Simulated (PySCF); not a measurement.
C2H6Cd, triplet (typed; the unrestricted solution is spin-contaminated), geometry from GFN2-xTB (such geometries of metal compounds can be far from the true shape) (a higher spin typed on purpose: for a closed-shell molecule this is an excited state) (core potentials on Cd); HF/def2-SV(P) run with PySCF.

PySCF was given this input:
```python
from pyscf import gto, scf

mol = gto.Mole()
mol.atom = '''
    Cd   -0.36325302    0.07893351   -0.41629518
    C     2.28467637    0.01929830   -0.08211532
    H     2.50835171   -0.91916368    0.40214515
    H     2.51068612    0.88762008    0.51971244
    H     2.64433135    0.08518212   -1.10102879
    C    -0.42640814   -0.42125665    2.20737359
    H    -0.76316033   -1.44964137    2.22979478
    H    -1.16650401    0.29149125    2.54836522
    H     0.55283081   -0.27254651    2.63163046
'''
mol.basis = 'def2-sv(p)'
mol.ecp = {'Cd': 'def2-sv(p)'}
mol.spin = 2
mol.verbose = 4
mol.build()

mf = scf.UHF(mol)
mf.conv_tol = 1e-12
mf.kernel()
```

Question: Predict the main parts of the log of this PySCF run.

Answer: 
```
PySCF version 2.14.0

[INPUT] verbose = 4
[INPUT] num. atoms = 9
[INPUT] num. electrons = 38
[INPUT] charge = 0
[INPUT] spin (= nelec alpha-beta = 2S) = 2
[INPUT] symmetry False subgroup None
[INPUT] Mole.unit = angstrom
[INPUT] Symbol           X                Y                Z      unit          X                Y                Z       unit  Magmom
[INPUT]  1 Cd    -0.363253020000   0.078933510000  -0.416295180000 AA   -0.686448721721   0.149162715951  -0.786683877177 Bohr   0.0
[INPUT]  2 C      2.284676370000   0.019298300000  -0.082115320000 AA    4.317412622565   0.036468501670  -0.155175465431 Bohr   0.0
[INPUT]  3 H      2.508351710000  -0.919163680000   0.402145150000 AA    4.740097755984  -1.736967618847   0.759944195822 Bohr   0.0
[INPUT]  4 H      2.510686120000   0.887620080000   0.519712440000 AA    4.744509151547   1.677358853865   0.982114175129 Bohr   0.0
[INPUT]  5 H      2.644331350000   0.085182120000  -1.101028790000 AA    4.997062034101   0.160970877510  -2.080642868361 Bohr   0.0
[INPUT]  6 C     -0.426408140000  -0.421256650000   2.207373590000 AA   -0.805794601885  -0.796059696652   4.171331539698 Bohr   0.0
[INPUT]  7 H     -0.763160330000  -1.449641370000   2.229794780000 AA   -1.442164012833  -2.739425168139   4.213701448185 Bohr   0.0
[INPUT]  8 H     -1.166504010000   0.291491250000   2.548365220000 AA   -2.204373102107   0.550838630207   4.815712331167 Bohr   0.0
[INPUT]  9 H      0.552830810000  -0.272546510000   2.631630460000 AA    1.044698824121  -0.515038260106   4.973060830463 Bohr   0.0

nuclear repulsion = 98.7648504337829
number of shells = 34
number of NR pGTOs = 122
number of NR cGTOs = 64
basis = def2-sv(p)
ecp = {'Cd': 'def2-sv(p)'}

******** <class 'pyscf.scf.uhf.UHF'> ********
method = UHF
initial guess = minao
damping factor = 0
level_shift factor = 0
DIIS = <class 'pyscf.scf.diis.CDIIS'>
diis_start_cycle = 1
diis_space = 8
diis_damp = 0
SCF conv_tol = 1e-12
SCF conv_tol_grad = None
SCF max_cycles = 50
direct_scf = True
direct_scf_tol = 1e-13
number electrons alpha = 20  beta = 18
Set gradient conv threshold to 1e-06
init E= -230.962915658345

cycle= 1 E= -245.230566169704  delta_E= -14.3  |g|=  1.1  |ddm|= 2.75
cycle= 2 E= -245.673793443035  delta_E= -0.443  |g|= 0.726  |ddm|= 2.58
cycle= 3 E= -245.871959818845  delta_E= -0.198  |g|= 0.0696  |ddm|= 0.656
cycle= 4 E= -245.879426566878  delta_E= -0.00747  |g|= 0.0316  |ddm|= 0.16
cycle= 5 E= -245.881752544878  delta_E= -0.00233  |g|= 0.0118  |ddm|= 0.102
cycle= 6 E= -245.882102949753  delta_E= -0.00035  |g|= 0.0036  |ddm|= 0.0499
cycle= 7 E= -245.882128765308  delta_E= -2.58e-05  |g|= 0.00139  |ddm|= 0.0136
cycle= 8 E= -245.882133207353  delta_E= -4.44e-06  |g|= 0.000399  |ddm|= 0.00486
cycle= 9 E= -245.882133578431  delta_E= -3.71e-07  |g|= 0.000143  |ddm|= 0.00157
cycle= 10 E= -245.882133622322  delta_E= -4.39e-08  |g|= 6.09e-05  |ddm|= 0.000522
cycle= 11 E= -245.882133633516  delta_E= -1.12e-08  |g|= 2.63e-05  |ddm|= 0.000266
cycle= 12 E= -245.882133636287  delta_E= -2.77e-09  |g|= 1.74e-05  |ddm|= 0.000108
cycle= 13 E= -245.882133638153  delta_E= -1.87e-09  |g|= 1.08e-05  |ddm|= 0.000109
cycle= 14 E= -245.882133639266  delta_E= -1.11e-09  |g|= 5.72e-06  |ddm|= 0.000114
cycle= 15 E= -245.882133639598  delta_E= -3.33e-10  |g|= 3e-06  |ddm|= 6.36e-05
cycle= 16 E= -245.882133639694  delta_E= -9.55e-11  |g|= 1.31e-06  |ddm|= 3.86e-05
cycle= 17 E= -245.882133639708  delta_E= -1.37e-11  |g|= 6.09e-07  |ddm|= 1.3e-05
cycle= 18 E= -245.88213363971  delta_E= -1.99e-12  |g|= 2.41e-07  |ddm|= 5.92e-06
cycle= 19 E= -245.882133639709  delta_E= 2.27e-13  |g|= 9.25e-08  |ddm|= 1.78e-06
Extra cycle  E= -245.88213363971  delta_E= -9.09e-13  |g|= 5.78e-08  |ddm|= 2.34e-07
converged SCF energy = -245.88213363971  <S^2> = 2.1224208  2S+1 = 3.0805329
```
